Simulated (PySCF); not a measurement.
Question: Give a GFN2-xTB geometry of `FC(F)(F)c1ccoc1[S-]`. (Charge -1.)

Answer: 
```
atom  x, y, z in Å
F1    -1.9062   -1.5217    0.4666
C2    -1.6498   -0.2723   -0.0119
F3    -2.4036    0.5438    0.7682
F4    -2.2619   -0.2474   -1.2231
C5    -0.2172    0.0219   -0.0269
C6     0.8116   -0.8606    0.4004
C7     1.9789   -0.2004    0.2203
O8     1.7587    1.0409   -0.2922
C9     0.4128    1.1981   -0.4520
S10   -0.1977    2.6227   -1.0660
H11    0.6761   -1.8521    0.7873
H12    2.9995   -0.4737    0.4032
```

Orientation and origin are arbitrary. Atoms count from 1 in this order. C6 (aromatic CH carbon) is planar (angles 127.4°, 126.2° and 106.3°, sum 360.0°, 0.00 Å off the plane of its three neighbours). C7 (aromatic CH next to a ring oxygen) is planar (angles 132.4°, 116.8° and 110.8°, sum 360.0°, 0.00 Å off the plane of its three neighbours). C5 (substituted aromatic carbon) is planar (angles 127.8°, 125.5° and 106.7°, sum 360.0°, 0.00 Å off the plane of its three neighbours). The 5-membered ring C5–C6–C7–O8–C9 has internal angles of 106.3° to 110.8°; it is planar, 0.00 Å rms from its mean plane, widest ring torsion 0°.

Bonds between heavy atoms (Å): F1–C2 1.362, C2–F3 1.358, C2–F4 1.357, C2–C5 1.463, C5–C6 1.421, C6–C7 1.353, C7–O8 1.361, O8–C9 1.364, C9–S10 1.667, C5–C9 1.400.

The geometry is computed with GFN2-xTB (gas phase).

Point group: Cs (every atom within 0.08 Å of its image). GFN2-xTB frequencies: not computed here.
